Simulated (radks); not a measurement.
Results of a calculation; reference values are marked as such.
Fractional charge and spin in the 6s shell of bismuth: the spin-up occupation runs from 0 to 1 and the spin-down occupation from 0 to 1; the fullest corner is Bi, [Xe] 4f14 5d10 6p(up 1.5, down 1.5) 6s(up 1, down 1). Level of theory: scalar-relativistic Kohn-Sham, SCAN, spin-polarised, spherical densities, finite nucleus; meta-GGA in the generalised Kohn-Sham scheme; Fermi nuclear charge, rms radius of each element as measured or else 0.836 A^(1/3) + 0.57 fm (a radial shooting solver on a logarithmic mesh with Libxc functionals). Energy (eV) above the fullest corner. The planes named below are the two flat planes that join the four corners, with an edge along up + down = one added electron.

\begin{tabular}{lrrrrr}
down \ up & 0 & 0.25 & 0.5 & 0.75 & 1 \\ \hline
0 & 47.698 & 39.663 & 32.186 & 25.304 & 19.043 \\
0.25 & 39.663 & 32.289 & 25.449 & 19.190 & 13.532 \\
0.5 & 32.186 & 25.449 & 19.235 & 13.578 & 8.499 \\
0.75 & 25.304 & 19.190 & 13.578 & 8.495 & 3.981 \\
1 & 19.043 & 13.532 & 8.499 & 3.981 & 0.000 \\
\end{tabular}

Corners above the fullest one (they belong to Bi+ and the next ion): (up 1, down 0) 19.043 eV, (up 0, down 1) 19.043 eV, (up 0, down 0) 47.698 eV. With half an added electron in each spin the energy lies 0.192 eV from the planes, and with half an added electron in spin up alone -1.184 eV. The planes are only a guide here: the flat-plane condition holds for ground states with one frontier orbital, while this shell lies below other occupied shells, so the corners above the fullest one are inner-hole states and not the ground states of those ions.
